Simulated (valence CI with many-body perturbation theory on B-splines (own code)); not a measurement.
Level structure of Gd XLIV

Computed by valence CI with perturbative core correlation (CI+MBPT): three valence electrons over a frozen Dirac-Fock core [Ar], radial functions for each j: 7 s, 7 p, 8 d, 6 f, 4 g, 1 h, with the one-electron correlation potential Σ1 (screened to all orders), the two-electron term Σ2, the three-electron term Σ3, Breit, model QED; selected single and double excitations, second order for the rest, scaled by the run's own slope (own B-spline code, finite nucleus).

No measured spectrum was set against this ion. As an estimate, large intervals hold to a few tenths of a per cent, small ones and those within an open d or f shell to about a per cent. Only levels of the ground parity were solved; by the run's estimate the other parity begins above the list, which can be wrong where configurations are misplaced.

Levels 1 to 19 of 19, with energies above the lowest level, (3d3/2^3) J=3/2. "Leading %" is the weight of the configuration and term that name the level; weights of strongly mixed levels are sums over their largest components and can fall short, so below about 35 % the name and the second component can differ from the true leading terms, or belong to a minority configuration. In the jj column 3d3/2^4 stands for four electrons in 3d with j = 3/2. Lifetimes count E1, E2, E3, M1 and M2 decay at the calculated energies, and are blank where another channel may lead or the interval is too uncertain; long ones can be off by a factor of two.

```
No.  Configuration  Term     J  E (eV)  Leading %  Lifetime             Leading jj
  1            3d³    ⁴F   3/2    0.00         51                   3d3/2^3 (96 %)
  2            3d³    ⁴F   5/2   30.06         85   2.70 μs   3d3/2^2 3d5/2 (98 %)
  3            3d³    ⁴P   3/2   35.79         39   3.16 μs   3d3/2^2 3d5/2 (97 %)
  4            3d³    ²G   7/2   38.03         46    238 μs   3d3/2^2 3d5/2 (93 %)
  5            3d³    ²G   9/2   38.80         43    523 ms   3d3/2^2 3d5/2 (98 %)
  6            3d³    ⁴P   1/2   39.98         60   8.45 μs  3d3/2^2 3d5/2 (100 %)
  7            3d³    ⁴P   5/2   57.31         48   13.5 μs   3d3/2^2 3d5/2 (87 %)
  8            3d³    ⁴F   7/2   67.90         58   1.36 μs   3d3/2 3d5/2^2 (96 %)
  9            3d³    ⁴F   9/2   71.25         53   2.35 μs   3d3/2 3d5/2^2 (95 %)
 10            3d³    ⁴P   3/2   75.54         41   1.05 μs   3d3/2 3d5/2^2 (99 %)
 11            3d³    ²P   1/2   77.88         60   1.70 μs  3d3/2 3d5/2^2 (100 %)
 12            3d³    ²H  11/2   79.52        100   5.53 μs  3d3/2 3d5/2^2 (100 %)
 13            3d³    ²D   5/2   80.59         53   2.25 μs   3d3/2 3d5/2^2 (86 %)
 14            3d³    ²F   5/2   85.85         43   3.24 μs   3d3/2 3d5/2^2 (96 %)
 15            3d³    ²F   7/2   87.49         84   4.01 μs   3d3/2 3d5/2^2 (97 %)
 16            3d³    ²D   3/2  101.66         63   1.69 μs   3d3/2 3d5/2^2 (83 %)
 17            3d³    ²G   9/2  108.60         53   1.09 μs         3d5/2^3 (97 %)
 18            3d³    ²D   3/2  121.40         60   1.04 μs         3d5/2^3 (84 %)
 19            3d³    ²D   5/2  129.34         63    752 ns         3d5/2^3 (93 %)
```

The ionisation energy to 3d² ³F2 of the next ion comes out as 3425 eV (NIST: 3424 ± 4 eV (theoretical)). All 19 levels together are meant to be complete up to 134.51 eV.
